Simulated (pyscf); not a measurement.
H₃C–B(CH₃)–OH (SMILES CB(C)O), singlet

Gas-phase minimum from PySCF at ωB97X-D3(BJ)/def2-SVP, one conformer. 

```xyz
11

C     -1.2241    -0.4544    -0.3778
B      0.0016    -0.2401     0.5973
C     -0.1981    -0.0960     2.1664
O      1.2446    -0.1903     0.0323
H     -0.9550    -0.3128    -1.4354
H     -1.5993    -1.4873    -0.2593
H     -2.0693     0.2081    -0.1272
H     -0.8520    -0.8961     2.5522
H     -0.7222     0.8529     2.3789
H      0.7365    -0.1018     2.7524
H      1.9446    -0.0814     0.6857
```

Bond lengths (Å): C1–B2 1.581, C1–H5 1.100, C1–H6 1.105, C1–H7 1.103, B2–C3 1.588, B2–O4 1.366, C3–H8 1.103, C3–H9 1.105, C3–H10 1.103, O4–H11 0.964. Angles (°): B2–C1–H5 112.7, B2–C1–H6 108.9, B2–C1–H7 111.9, H5–C1–H6 107.8, H5–C1–H7 109.2, H6–C1–H7 106.1, C1–B2–C3 121.6, C1–B2–O4 117.1, C3–B2–O4 121.3, B2–C3–H8 110.8, B2–C3–H9 109.1, B2–C3–H10 114.7, H8–C3–H9 105.9, H8–C3–H10 108.2 (the first ones only).

Properties at ωB97X-D3(BJ)/def2-SVP:

| Quantity | Value |
|---|---|
| Harmonic wavenumbers, unscaled | 60, 88, 304, 388, 405, 608, 723, 769, 800, 912, 959, 995, 1226, 1307, 1372, 1390, 1440, 1442, 1458, 1479, 3051, 3057, 3137, 3140, 3149, 3174, 3902 cm⁻¹ |
| Zero-point energy | 58.2 kcal/mol |
| Rotational symmetry number | 1 |
| Entropy of this conformer at 298 K and 1 atm, rigid rotor and harmonic oscillator, modes under 100 cm⁻¹ raised to 100 | 312.2 J/(mol K) |
| Dipole moment | 1.48 D |

Single-point totals, which compare only within one level (frozen core for MP2 and CC):

```csv
level,total energy (hartree)
ωB97X-D3(BJ)/def2-TZVP,-180.72510
PBE/def2-TZVP,-180.39836
r²SCAN/def2-TZVP,-180.53378
B3LYP-D3(BJ)/def2-TZVP,-180.66524
PBE0-D3(BJ)/def2-TZVP,-180.42791
M06-2X/def2-TZVP,-180.55756
ωB97M-D3(BJ)/def2-TZVP,-180.68787
HF/def2-TZVPP,-179.50511
MP2/def2-TZVPP,-180.20439
CCSD/def2-TZVPP,-180.24196
CCSD(T)/def2-TZVPP,-180.26896
```

Soft torsions are taken as harmonic, which can shift the entropy by several J/(mol K). The CCSD(T) − MP2 part came from Ansatz, without density fitting, on the same reference.
